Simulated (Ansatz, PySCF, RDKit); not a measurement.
Noncovalent pair: C2H2 (SMILES C#C) (first 4 atoms) with CH3Br (SMILES CBr); geometry from B3LYP-D3(BJ)/def2-TZVP, rigid monomers moved along the line of their centres of mass till C1···H7 is 3.04 Å.
(charge 0, multiplicity 1):
```tsv
atom	x (Å)	y (Å)	z (Å)
C	-0.0481	0.4930	0.1742
C	-0.0073	-0.2667	-0.7506
H	-0.0861	1.1527	1.0091
H	0.0299	-0.9323	-1.5782
C	-0.4330	-1.1777	3.7663
Br	-0.3830	0.7019	4.3209
H	-0.3360	-1.2007	2.6864
H	-1.3846	-1.5851	4.0885
H	0.3966	-1.6803	4.2506
```

Interaction energies are E(AB) − E(A) − E(B) at the monomers' geometry in the complex; basis-set methods are counterpoise corrected. Rows marked so take none. RDKit's UFF carries no charges.

Rows in 6-31G* carry no dispersion term and start afresh at each structure (6-31G* with six Cartesian d functions); the Pople sets are all-electron and without relativity. MP2/6-31G* freezes PySCF's default core, which leaves 3d correlated.

Codes used: Ansatz (an electronic-structure program) with Gaussian orbitals; PySCF for 6-31G* rows; RDKit for the force fields. Each number belongs to the level named beside it.

**Question.** Estimate the interaction energy that UFF returns for this input.

**Answer.** -0.8 kcal/mol
